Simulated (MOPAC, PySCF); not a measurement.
[Ta(Cl)5], neutral singlet in the gas phase. 

Cartesian coordinates (Å):
```xyz
6

Ta    -0.0039    -0.0139    -0.0041
Cl     0.4960    -1.8216     1.3311
Cl    -2.1024     0.1926    -0.9269
Cl     0.7103    -1.2118    -1.8908
Cl     1.5939     1.5900    -0.4189
Cl    -0.7166     1.1846     1.8828
```
Charge 0, multiplicity 1.

All levels are single points at this geometry (BP86-D3(BJ)/def2-SVP); Pople sets use spherical d functions. Orbital energies aren't observables, and empty levels follow the basis.

```csv
level,HOMO (eV),LUMO (eV),gap (eV),dipole (D),"vertical IE, Delta-SCF (eV)"
B3LYP-D3(BJ)/def2-TZVP in PySCF,-8.93,-4.03,4.90,0.00,–
PBE-D3(BJ)/def2-TZVP in PySCF,-7.84,-4.49,3.36,0.00,–
TPSSh-D3(BJ)/def2-TZVP in PySCF,-8.51,-4.24,4.27,0.00,–
B3LYP/6-311+G** (LANL2DZ on Ta) in PySCF,-9.10,-4.55,4.55,0.00,–
B3LYP/6-31G* (LANL2DZ on Ta) in PySCF,-9.11,-4.56,4.55,0.00,11.43
B3LYP/LANL2DZ in PySCF,-9.45,-4.93,4.52,0.00,–
BP86/6-31G* (LANL2DZ on Ta) in PySCF,-8.13,-5.04,3.09,0.00,–
M06-2X/6-31G* (LANL2DZ on Ta) in PySCF,-10.75,-3.72,7.03,0.00,–
PBE/6-31G* (LANL2DZ on Ta) in PySCF,-8.03,-4.93,3.10,0.00,–
SVWN5/6-31G* (LANL2DZ on Ta) in PySCF,-8.14,-5.06,3.08,0.00,–
HF/6-31G* (LANL2DZ on Ta) in PySCF,-12.74,-1.68,11.06,0.00,–
PM6 in MOPAC,-9.80,-2.25,7.55,0.01,–
PM7 in MOPAC,-10.41,-2.56,7.86,0.01,–
```
